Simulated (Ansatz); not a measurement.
Ansatz (a program for electronic structure) input (CCSD(T)/def2-SVPD):

Ansatz 0.2 input:
```yaml
crystal:
  periodic: [false, false, false]
  atoms:
    - {symbol: Ta, position_ang: [0.08181399, -0.11521912, 0.10963422]}
    - {symbol: O, position_ang: [1.06644190, 0.21311962, -1.26050969]}
    - {symbol: F, position_ang: [-1.61155074, 0.74511541, 0.23119774]}
basis:
  gaussian:
    orbitals: def2-SVPD
magnetization: {spin_polarized: true, initial_magnetization: 2}
correlation: {method: ccsd_t, electrons: outside_noble_gas}
output: {forces: true}
```

Output:

```
Functional definition: HF
integrals: 0.11 GiB planned
762 factors; integrals over basis functions are off by at most 4.4e-4 eV
mean field: 0.24 GiB planned
mean field evaluation 1: about -6266.3334 eV, gradient 4.5e1 eV
mean field evaluation 2: about -6266.4382 eV, gradient 4.5e1 eV
mean field evaluation 4: about -6274.9808 eV, gradient 6.1e0 eV
mean field evaluation 8: about -6275.2980 eV, gradient 7.5e-1 eV
mean field evaluation 16: about -6275.3293 eV, gradient 2.6e-6 eV
mean field evaluation 32: about -6266.3349 eV, gradient 4.5e1 eV
mean field evaluation 64: about -6275.3270 eV, gradient 5.7e-2 eV
mean field evaluation 96: about -6275.1863 eV, gradient 2.6e-6 eV
mean field evaluation 128: about -6271.3178 eV, gradient 3.2e0 eV
mean field evaluation 160: about -6275.1068 eV, gradient 2.0e0 eV
mean field evaluation 192: about -6272.1650 eV, gradient 1.5e-1 eV
mean field evaluation 224: about -6273.6362 eV, gradient 2.1e-3 eV
mean field evaluation 256: about -6270.9314 eV, gradient 1.4e0 eV
mean field evaluation 288: about -6273.0259 eV, gradient 1.9e-2 eV
mean field evaluation 320: about -6270.0392 eV, gradient 9.0e0 eV
mean field evaluation 352: about -6267.9601 eV, gradient 2.5e1 eV
mean field evaluation 384: about -6271.2171 eV, gradient 1.1e0 eV
mean field evaluation 416: about -6272.7881 eV, gradient 2.5e0 eV
mean field evaluation 448: about -6272.6426 eV, gradient 1.8e0 eV
mean field evaluation 480: about -6271.6969 eV, gradient 2.2e-1 eV
mean field evaluation 512: about -6271.6681 eV, gradient 2.8e0 eV
mean field evaluation 544: about -6271.6141 eV, gradient 2.1e-1 eV
mean field evaluation 576: about -6270.6615 eV, gradient 5.2e-1 eV
mean field evaluation 608: about -6269.3673 eV, gradient 1.8e1 eV
mean field evaluation 640: about -6270.8271 eV, gradient 3.3e0 eV
mean field evaluation 672: about -6270.9264 eV, gradient 4.1e-1 eV
mean field -6275.32933968 eV, -230.6140996623 hartree, gradient 2.8e-6 eV, S^2 2.035299; 10 other end points of the search recorded, 0 dependent functions left out
determinant -6275.32933968 eV, -230.6140996623 hartree, with singles and doubles -6288.93458662 eV, -231.1140832653 hartree
determinant -6275.18628862 eV, -230.6088426328 hartree, with singles and doubles -6288.75493208 eV, -231.1074810828 hartree
determinant -6273.63617796 eV, -230.5518771167 hartree, with singles and doubles -6287.19103370 eV, -231.0500088772 hartree
determinant -6273.02592457 eV, -230.5294507182 hartree, with singles and doubles -6286.70228532 eV, -231.0320477056 hartree
determinant -6272.16554938 eV, -230.4978325131 hartree, with singles and doubles -6283.97685575 eV, -230.9318900163 hartree
determinant -6275.32933968 eV, -230.6140996623 hartree, with singles and doubles -6288.95714959 eV, -231.1149124391 hartree
determinant -6275.18628862 eV, -230.6088426328 hartree, with singles and doubles -6288.77849292 eV, -231.1083469276 hartree
6 core orbitals not correlated
reference -6275.32933968 eV, -230.6140996623 hartree; 10, 8 occupied and 65, 67 virtual orbitals, 762 factors
densities: 0.62 GiB planned
second order -14.04354699 eV of doubles, -0.00000000 eV of singles
coupled cluster: 0.45 GiB planned
cycle   1  -13.62781070 eV  change   -8.0e-7 eV  update   5.4e-6
cycle   2  -13.62781194 eV  change   -1.2e-6 eV  update   4.1e-6
cycle   3  -13.62781268 eV  change   -7.3e-7 eV  update   3.2e-6
cycle   4  -13.62781306 eV  change   -3.9e-7 eV  update   1.1e-6
cycle   5  -13.62781235 eV  change    7.2e-7 eV  update   6.5e-7
cycle   6  -13.62781254 eV  change   -1.9e-7 eV  update   3.2e-7
cycle   7  -13.62781231 eV  change    2.3e-7 eV  update   1.7e-7
cycle   8  -13.62781238 eV  change   -7.6e-8 eV  update   9.2e-8
cycle   9  -13.62781234 eV  change    4.6e-8 eV  update   6.1e-8
perturbative correction -0.60288681 eV, -0.0221556814 hartree
the calculation of the forces begins
Total energy: -6289.56003882 eV, -231.1370682099 hartree
Atom 0 at     0.081814    -0.115219     0.109634 Å, force     0.051579    -0.649403     0.973644 eV/Å
Atom 1 at     1.066442     0.213120    -1.260510 Å, force     0.762986     0.242494    -1.043004 eV/Å
Atom 2 at    -1.611551     0.745115     0.231198 Å, force    -0.814565     0.406910     0.069360 eV/Å
Dipole moment:     0.025100    -0.380516     0.574952 e Å
```

This is an excited triplet: at this geometry the singlet lies 0.24 eV lower at RI-MP2/CBS(def2-TZVPPD,def2-QZVPPD)+[CCSD(T)-MP2]/def2-TZVPPD.
